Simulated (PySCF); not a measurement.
Q: What does the GFN2-xTB structure of `NCCC(F)=C(F)F` look like in three dimensions?

A: 
Z-matrix in Å and degrees, rows numbered from 1:
```
N 
C   1  1.4402
C   2  1.5532  1  114.40
C   3  1.4885  2  111.05  1  -179.17
F   4  1.3479  3  115.56  2    72.93
C   4  1.3272  3  125.85  2  -104.43
F   6  1.3311  4  122.67  3    -2.72
F   6  1.3252  4  126.58  3   178.28
H   1  1.0136  2  111.22  3    60.67
H   1  1.0136  2  111.20  3   -60.20
H   2  1.0926  1  108.03  3  -121.46
H   2  1.0929  1  107.99  3   121.44
H   3  1.0909  2  109.82  1    59.84
H   3  1.0931  2  108.83  1   -59.64
```

Of the pairs four or more bonds apart, F7···H13 is among the closest relative to their van der Waals radii: 2.53 Å, 95 % of the sum of Bondi's values. The C–C distances run from 1.327 Å (C4=C6, drawn double) to 1.553 Å (C2–C3, drawn single), a spread of 0.226 Å. The C–F distances run from 1.325 Å (C6–F8, drawn single) to 1.348 Å (C4–F5, drawn single), a spread of 0.023 Å. N1 (primary amine nitrogen) is pyramidal (angles 111.2°, 111.2° and 108.4°, sum 330.8°, 0.36 Å off the plane of its three neighbours).

The geometry is computed with GFN2-xTB (gas phase).

Point group: C1 (no symmetry element, even within 0.4 Å). GFN2-xTB frequencies: not computed here. The numbers are those of one conformer (H–N1–C2–C3 61° and -60°, N1–C2–C3–C4 -179°, C2–C3–C4–F5 73°).
